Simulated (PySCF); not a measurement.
Radial density of Ar²⁺ (argon, charge +2)

M06, [Ne] 3s2 3p4, high-spin 3P determinant. All numbers are calculated (PySCF 2.14, the non-relativistic Hamiltonian (point nucleus), in aug-cc-pwCVTZ (8s7p5d3f, 75 functions)).

```json
{"r (bohr)": "0.00174", "4πr²ρ (e/bohr)": "0.1366", "4πr²(ρα − ρβ)": "0.0000"}
{"r (bohr)": "0.00292", "4πr²ρ (e/bohr)": "0.3706", "4πr²(ρα − ρβ)": "0.0001"}
{"r (bohr)": "0.00491", "4πr²ρ (e/bohr)": "0.9756", "4πr²(ρα − ρβ)": "0.0002"}
{"r (bohr)": "0.00826", "4πr²ρ (e/bohr)": "2.448", "4πr²(ρα − ρβ)": "0.0004"}
{"r (bohr)": "0.0139", "4πr²ρ (e/bohr)": "5.657", "4πr²(ρα − ρβ)": "0.0010"}
{"r (bohr)": "0.0234", "4πr²ρ (e/bohr)": "11.40", "4πr²(ρα − ρβ)": "0.0030"}
{"r (bohr)": "0.0393", "4πr²ρ (e/bohr)": "18.34", "4πr²(ρα − ρβ)": "0.0114"}
{"r (bohr)": "0.0661", "4πr²ρ (e/bohr)": "20.65", "4πr²(ρα − ρβ)": "0.0479"}
{"r (bohr)": "0.111", "4πr²ρ (e/bohr)": "15.71", "4πr²(ρα − ρβ)": "0.1727"}
{"r (bohr)": "0.187", "4πr²ρ (e/bohr)": "16.36", "4πr²(ρα − ρβ)": "0.3780"}
{"r (bohr)": "0.315", "4πr²ρ (e/bohr)": "20.86", "4πr²(ρα − ρβ)": "0.2757"}
{"r (bohr)": "0.529", "4πr²ρ (e/bohr)": "9.716", "4πr²(ρα − ρβ)": "0.0081"}
{"r (bohr)": "0.890", "4πr²ρ (e/bohr)": "4.462", "4πr²(ρα − ρβ)": "1.1394"}
{"r (bohr)": "1.50", "4πr²ρ (e/bohr)": "4.152", "4πr²(ρα − ρβ)": "1.3880"}
{"r (bohr)": "2.52", "4πr²ρ (e/bohr)": "0.6255", "4πr²(ρα − ρβ)": "0.2191"}
{"r (bohr)": "4.24", "4πr²ρ (e/bohr)": "0.009117", "4πr²(ρα − ρβ)": "0.0030"}
```
